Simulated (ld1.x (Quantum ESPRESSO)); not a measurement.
**S: one change to a TM potential, before and after**

ld1.x (Quantum ESPRESSO) 7.5 input, shortened:

```
&input
   title='S', zed=16., rel=0, dft='PBE', iswitch=3,
   config='[Ne] 3s2 3p2'
 /
 &inputp
   pseudotype=2, tm=.true., lloc=-2, rcloc=1.15,
   nlcc=.true., new_core_ps=.true.
 /
2
3S  1  0   2.00   0.00  1.30  1.30  0.0
3P  2  1   2.00   0.00  1.65  1.65  0.0
 &test
   configts(1)='3s2 3p2'
 /
```

Change: local potential the s channel.

Cutoffs: the cutoffs (Ry, on a coarse ladder) from which the occupation-weighted sum of valence levels, in a spherical-Bessel basis at the reference potential, stays within 10 and 1 mRy of its value at 400 Ry; they do not see the model core or the augmentation charge, which bear on the density cutoff. Errors are all-electron minus pseudo energies relative to the spin-unpolarised reference configuration.

Predict the effect on cutoff, ghosts and configuration errors.

The potential gets harder (40 Ry and 60 Ry → 40 Ry and 70 Ry); of the 7 tests that both files solve, the error grows in 0 and shrinks in 4 by more than 15 % and 0.3 meV (median size 21.9 → 18.3 meV); the range in which the s phases agree widens (upper end 1.5 → 3.1); neither file shows a bound ghost.

| quantity | base | changed |
| --- | --- | --- |
| cutoff, loose | 40 Ry | 40 Ry |
| cutoff, tight | 60 Ry | 70 Ry |
| loose cutoff by channel (10 mRy a level) | s 21 Ry, p 12 Ry | p 12 Ry, s 25 Ry |
| bound ghosts | none | none |
| error for 3s2 3p4, meV [ΔE -34.08 eV] | +32 | +27 |
| error for 3s2 3p3, meV [ΔE -22.30 eV] | +12 | +10 |
| error for 3s2 3p1, meV [ΔE 34.05 eV] | +22 | +18 |
| error for 3s0 3p6, meV [ΔE -13.60 eV] | +18 | +16 |
| error for 3s1 3p4, meV [ΔE -11.55 eV] | +8.3 | +7.6 |
| error for 3s1 3p5, meV [ΔE -23.90 eV] | +25 | +22 |
| error for 3s2 3p4.3, meV [ΔE -35.79 eV] | +37 | +31 |
| s: phases at 1.79 bohr within 0.05 rad from the reference energy up to (Ry; the scan ends near 5) | 1.5 | 3.1 |
| p: phases at 1.79 bohr within 0.05 rad from the reference energy up to (Ry; the scan ends near 5) | 3.5 | 4.0 |
